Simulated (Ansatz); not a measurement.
## Forces away from equilibrium

InH2F (SMILES [F][InH2]), closed shell, displaced at random from a GFN2-xTB minimum.

F1  (-1.601, -0.581, 0.182)
In2  (0.204, 0.024, -0.032)
H3  (1.238, -0.870, 0.714)
H4  (0.319, 1.442, -1.089)
(Å)

Computed with Ansatz 0.2.0 (basis: def2-TZVPP); correlated methods freeze the cores. Filled d shells of the heavier atoms are correlated. Core potentials replace the inner electrons of the atoms past krypton. The def2 sets are not built for correlating such inner shells, so the correlated values are less sure here.

CCSD(T) forces from the calculation:
| atom | Fx | Fy | Fz (eV/Å) |
| --- | --- | --- | --- |
| F1 | -0.912 | -0.249 | 0.094 |
| In2 | -0.577 | 2.312 | -1.834 |
| H3 | 1.635 | -1.443 | 1.248 |
| H4 | -0.146 | -0.620 | 0.493 |

Q: Which atom feels the largest CCSD(T) force, and how large is it?

A: In2, 3.01 eV/Å, along (-0.19, 0.77, -0.61).

Root-mean-square difference of the force components from those of CCSD(T): PBE0-D4 0.030; wB97M-V 0.040; r2SCAN-D4 0.050; PBE-D4 0.210; r2SCANh-D4 0.023; BHLYP-D4 0.058 eV/Å.

The T1 diagnostic stays at or below 0.016. These are differences at one structure, and CCSD(T) in triple zeta is itself an approximation.

For scale, one of the runs: CCSD(T)/def2-TZVPP forces, 109 basis functions, launched by `ansatz run in.yaml --threads 4 --pin off --events-out ev --progress --plain --max-ram 5222MiB`. Hardware: 4 CPU threads of an Arm Neoverse N1, shared host. Wall time 32 s; peak host memory 0.78 GiB.
